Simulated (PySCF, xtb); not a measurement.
Sn(F)2(Cl)(NH2) (ClF₂H₂NSn), SMILES [F][Sn]([F])([Cl])[NH2].

xtb 6.7.1 with GFN2-xTB at its own geometry gives an orbital gap of 3.05 eV and a dipole moment of 3.37 D.

Coordinates come from a B3LYP-D3(BJ)/def2-SVP optimisation. The structure was generated by enumeration; whether it is a known compound was not checked. The def2 effective core potentials stand for the cores of Sn; spin–orbit coupling is left out. One conformer was computed; it need not be the lowest.

Task: What does PySCF with M06-2X/def2-TZVP give? (Estimate from the structure and the level; the computed values follow.)

Result: gap 8.81 eV (levels -10.51 and -1.70 eV), dipole 2.93 D.
